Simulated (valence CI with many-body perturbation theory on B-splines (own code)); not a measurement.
# Sn XVIII: key properties

Calculated by configuration interaction combined with many-body perturbation theory (CI+MBPT): five valence electrons over a frozen Dirac-Fock core [Ar] 3d10, radial functions for each j: 9 s, 9 p, 8 d, 6 f, 3 g, 1 h, with the one-electron correlation potential Σ1, the two-electron term Σ2, the three-electron term Σ3, Breit, model QED; selected CI, second order for the rest, scaled by the run's own slope (own B-spline code, finite nucleus).

No measured spectrum was set against this ion. As an estimate, levels hold to about 250 cm⁻¹ or 0.2 % of their energy and the worst to 1 %, as in measured heavy ions of charge 2 to 7; those with d or f electrons hold less well. Among the levels kept, up to 1100 cm⁻¹ of a level comes from second order outside the variational space, and about a tenth of that is noise between levels of different J, which matters for small intervals.

Names give the largest LS component (configuration and term), which can be under half, so a name can repeat, a term be missing and a line seem to break the LS rules; names also repeat where a configuration has a term twice.

Rates and lifetimes use the calculated energies. Strong lines usually hold to 10 to 20 %, long lifetimes can be off by a factor of two.

**Question.** What is the ground level?

**Answer.** 4s²4p³ ⁴S°_3/2, composition 50 % 4s²4p³ ⁴S° + 31 % 4s²4p³ ²P° + 16 % 4s²4p³ ²D°, g = 1.586.

**Question.** How well does LS coupling describe the low levels?

**Answer.** Among the lowest 20 levels the leading LS term, summed over configurations, holds 66 % on average. For single configurations the figures are 61 % in LS and 71 % in jj coupling. Terms mix most in the J = 1/2 level at 633570 cm⁻¹, where the leading one holds 38 %.

**Question.** What are the static dipole polarisabilities of the lowest levels?

**Answer.** 4s²4p³ ⁴S°_3/2 0.341 (tensor 0.014); 4s²4p³ ²D°_3/2 0.353 (tensor 0.013); 4s²4p³ ²D°_5/2 0.353; 4s²4p³ ²P°_1/2 0.350 bohr³, of which the core gives 0.0184.

**Question.** Where does the other parity begin?

**Answer.** At 4s4p⁴ ⁴P_5/2, 399150 cm⁻¹.

**Question.** What is the ionisation energy?

**Answer.** 467.99 eV; NIST lists 466 ± 3 eV (theoretical).

**Question.** Among levels below 785860 cm⁻¹, which E1 lines absorb most strongly from the ground level?

**Answer.** to 4s²4p²4d ⁴P_5/2 at 13.97 nm, f = 0.842; to 4s²4p²4d ⁴P_3/2 at 13.86 nm, f = 0.550; to 4s²4p²4d ²D_5/2 at 13.20 nm, f = 0.338.

**Question.** Name the longest-lived excited levels whose lifetime is computed, and their main decay.

**Answer.** 4s²4p³ ²D°_5/2 at 86190 cm⁻¹ lives 809 μs, mostly by M1 to 4s²4p³ ⁴S°_3/2; 4s²4p³ ²D°_3/2 at 65853 cm⁻¹ lives 165 μs, mostly by M1 to 4s²4p³ ⁴S°_3/2; 4s²4p³ ²P°_1/2 at 115020 cm⁻¹ lives 111 μs, mostly by M1 to 4s²4p³ ⁴S°_3/2. The lifetime of 4s²4p²4d ⁴F_9/2 is too uncertain to give, and may be longer.
